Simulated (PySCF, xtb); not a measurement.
PGME (C4H10O2), SMILES COCC(O)C.

xtb 6.7.1 with GFN2-xTB at its own geometry gives an orbital gap of 11.38 eV and a dipole moment of 2.53 D.

Coordinates come from a PBE0-D3(BJ)/def2-SVP optimisation. Other conformers were not sampled.

### Question
What does r2SCAN/def2-TZVP (PySCF) give? (The exact figures need the calculation; the answer reports its results.)

### Answer
gap 7.38 eV (levels -6.35 and 1.03 eV), dipole 2.21 D.
